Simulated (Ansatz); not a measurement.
C3F6 (`FC1(F)C(F)(F)C1(F)F`). Charge 0, multiplicity 1.

Z-matrix (Å, degrees):
```
C
F 1 1.325
C 1 1.520 2 118.8
C 1 1.520 2 118.8 3 69.6
F 1 1.325 2 112.3 3 -145.2
F 3 1.325 1 118.8 2 -0.0
F 3 1.325 1 118.8 2 -142.9
F 4 1.325 1 118.8 2 -0.0
F 4 1.325 1 118.8 2 142.9
```

Problem. List the harmonic frequencies (cm⁻¹, unscaled) at PBE0-D4/def2-TZVP in Ansatz. (Estimate.)

Solution. Ansatz gave: 140, 140, 201, 252, 257, 257, 366, 512, 512, 553, 553, 753, 819, 882, 882, 1293, 1293, 1307, 1307, 1309, 1581.

Problem. Is this a minimum?

Solution. Yes, all 21 modes are real.

Problem. Give the ideal-gas thermochemistry at 298.15 K and 1 bar (rigid rotor, harmonic oscillator; point group D3h, symmetry number 6).

Solution. Zero-point energy 90.7 kJ/mol; H(298) − E = 113.3 kJ/mol; entropy 348.1 J/(mol·K), of which translation 171.3, rotation 105.1, vibration 71.7; G(298) − E = 9.5 kJ/mol.

Problem. Rotational constants (cm⁻¹)?

Solution. 0.0561, 0.0561, 0.05187.
